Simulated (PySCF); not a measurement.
Start geometry of `O=C(Cl)c1ccsc1` from GFN2-xTB (Å):
```
atom  x, y, z in Å
O1    -2.116   -1.609    0.139
C2    -1.741   -0.508   -0.110
Cl3   -2.928    0.720   -0.615
C4    -0.386   -0.001   -0.057
C5     0.705   -0.837    0.330
C6     1.886   -0.181    0.316
S7     1.706    1.466   -0.165
C8     0.026    1.276   -0.352
H9     0.574   -1.869    0.597
H10    2.861   -0.554    0.558
H11   -0.581    2.101   -0.667
```

Q: What comes out of this run: PBE0-D3(BJ)/def2-SVP geometry optimisation, gas phase in PySCF?

A: 
```
atom  x, y, z in Å
O1    -3.0832   -1.8544   -0.0622
C2    -2.7342   -0.7589   -0.3598
Cl3   -3.9354    0.4564   -0.8966
C4    -1.3531   -0.2635   -0.3359
C5    -0.2705   -1.1145    0.0523
C6     0.9300   -0.4673    0.0120
S7     0.7511    1.1712   -0.4924
C8    -0.9358    1.0105   -0.6584
H9    -0.4069   -2.1564    0.3416
H10    1.9171   -0.8608    0.2513
H11   -1.5584    1.8429   -0.9814
```

The energy falls by 0.90 kcal/mol over 5 energy and gradient evaluations, the largest force component goes from 0.0142 to 3.4e-04 Eh/bohr, and the atoms move by 0.023 Å rms after alignment. Among the bonds, C2–C4 and C6–H10 change most and about equally (+0.018 to +0.019 Å). Bonds longer at the end by more than 0.005 Å: 7 of 11; shorter: 0. Among the angles that change most is O1–C2–C4, from 127.7° to 125.7°. Rotational constants go from 3331, 929.9, 727.0 to 3309, 917.8, 718.5 MHz. The orientation of the end geometry is arbitrary; only internal coordinates are fixed.

The run used 135 basis functions and 36 SCF cycles in all. Time: 34 s wall; peak memory 0.53 GiB. Hardware: Arm Neoverse V2, one thread, no GPU, shared host with 96 logical CPUs at a one-minute load of 34.

No frequency check. One conformer, not necessarily the lowest.
